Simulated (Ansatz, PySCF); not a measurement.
The pair A = C2H4 (SMILES C=C) (first 6 atoms), B = C2H6O (SMILES COC); geometry from B3LYP-D3(BJ)/def2-TZVP.
(charge 0, multiplicity 1):
```xyz
15

C     -0.4438     0.2633     0.8613
C      0.7143    -0.1490     0.3659
H     -0.8217    -0.1025     1.8083
H     -1.0555     0.9864     0.3343
H      1.0965     0.2170    -0.5796
H      1.3275    -0.8756     0.8856
C     -0.5589     1.0341     4.5567
O     -0.5354    -0.3403     4.2367
C      0.7724    -0.8704     4.2416
H      0.0159     1.6223     3.8301
H     -0.1486     1.2172     5.5582
H     -1.5988     1.3563     4.5340
H      1.4141    -0.3545     3.5164
H      0.6987    -1.9224     3.9698
H      1.2323    -0.7880     5.2350
```

The values were computed with Ansatz (Gaussian basis) for Hartree–Fock, density functionals and correlated methods; PySCF for the dispersion terms. 

The monomers are drawn apart, rigid, along the line of their centres of mass. Counterpoise-corrected interaction energies (kcal/mol):

| level | R = 4.726 Å | R = 5.709 Å |
|---|---|---|
| PBE/def2-TZVPPD | -0.5180 | -0.1595 |
| PBE-D3(BJ)/def2-TZVPPD | -1.0378 | -0.3374 |
| wB97M-V/def2-TZVPPD | -0.8532 | -0.3082 |

Task: R is the distance of the centres of mass. Find the local exponent m of E ∝ R⁻ᵐ between the two points.

Result: 
m = ln(E₁/E₂)/ln(R₂/R₁): PBE/def2-TZVPPD 6.2; PBE-D3(BJ)/def2-TZVPPD 5.9; wB97M-V/def2-TZVPPD 5.4. For scale, two fixed dipoles give m = 3, dipole and quadrupole 4, quadrupoles 5, and dispersion or dipole-induced dipole 6 at long range; at these distances several terms mix, and what is left of overlap and damping shifts m, so it need not match one of them.

Ansatz is a program for electronic structure.
